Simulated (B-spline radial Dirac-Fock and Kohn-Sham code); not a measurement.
Dipole and non-dipole photoemission parameters of Cd 4p3/2

System: the free cadmium atom, [Kr] 4d10 5s2; threshold 63.90 eV (tabulated edge). Method: Dirac-Hartree-Slater photoionisation with a Latter tail; cross sections with all multipoles, angular parameters from the dipole term and its interference with E2. Computed with a B-spline atomic structure program.

For linearly polarised light dσ/dΩ = σ/(4π) [1 + β P₂(cos θ) + (δ + γ cos²θ) sin θ cos φ], with θ from the polarisation vector and φ the angle between the beam and the projection of the electron momentum on the plane normal to the polarisation.

```
hν (eV)  σ (kb)       β       γ       δ
     75     781   1.455  -0.095   0.022
   99.6     370   0.085   0.293  -0.039
    100     368   0.069   0.306  -0.041
    107     333  -0.146   0.435  -0.068
    131     285  -0.231   0.116  -0.031
    150     273   0.001  -0.058   0.009
    200     252   0.595  -0.003   0.035
    340     179   1.264   0.205   0.016
    530     110   1.530   0.143   0.003
    540     107   1.538   0.138   0.003
 1486.9    20.2   1.705  -0.009   0.002
   2160    9.54   1.683   0.112   0.005
   2790    5.49   1.650   0.257   0.008
   3140    4.20   1.630   0.340   0.010
   4930    1.42   1.529   0.728   0.025
 5414.7    1.12   1.503   0.821   0.029
   6000   0.858   1.473   0.925   0.035
   7470   0.478   1.401   1.154   0.051
   8060   0.388   1.375   1.234   0.057
   8290       ?       ?       ?       ?
   8970   0.288   1.336   1.348   0.068
   9160   0.272   1.328   1.370   0.070
  11200   0.153   1.248   1.583   0.094
  12000   0.125   1.219   1.656   0.103
  13100  0.0968   1.182   1.747   0.117
```

Question: Give the values at 8290 eV.

Answer: σ = 0.359 kb, β = 1.365, γ = 1.264, δ = 0.060.
